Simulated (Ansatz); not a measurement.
```yaml
crystal:
  periodic: [false, false, false]
  atoms:
    - {symbol: O, position_ang: [-0.133290, 0.038646, 0.863698]}
    - {symbol: B, position_ang: [0.106925, 0.900498, -0.243394]}
    - {symbol: O, position_ang: [0.194030, 2.217507, 0.041654]}
    - {symbol: S, position_ang: [0.236376, -0.026150, -1.758756]}
    - {symbol: Al, position_ang: [-0.103956, -1.633500, -0.162799]}
    - {symbol: H, position_ang: [-0.190758, 0.394296, 1.754899]}
    - {symbol: H, position_ang: [0.360707, 2.763069, -0.730333]}
    - {symbol: H, position_ang: [1.175631, -2.441463, 0.306011]}
    - {symbol: Xx, position_ang: [-1.557164, -2.259103, -0.088080]}
basis:
  gaussian: {orbitals: aug-pcseg-2}
hamiltonian: {xc: {name: BHLYP}}
output: {forces: true}
```

```sh
$ ansatz run in.yaml --threads 4 --pin off --events-out ev --progress --plain --max-ram 10444MiB
```

Output, abridged:

```
Error: YAML parse error: error: line 12 column 16: `Xx` is not an element symbol (H … Og, case-exact)
10 |     - {symbol: H, position_ang: [0.360707, 2.763069, -0.730333]}
11 |     - {symbol: H, position_ang: [1.175631, -2.441463, 0.306011]}
12 |     - {symbol: Xx, position_ang: [-1.557164, -2.259103, -0.088080]}
13 | basis:
14 |   gaussian: {orbitals: aug-pcseg-2}
```

(1) Something in this input is off. What?

Answers

(1) An element symbol is wrong. The program refused the input.
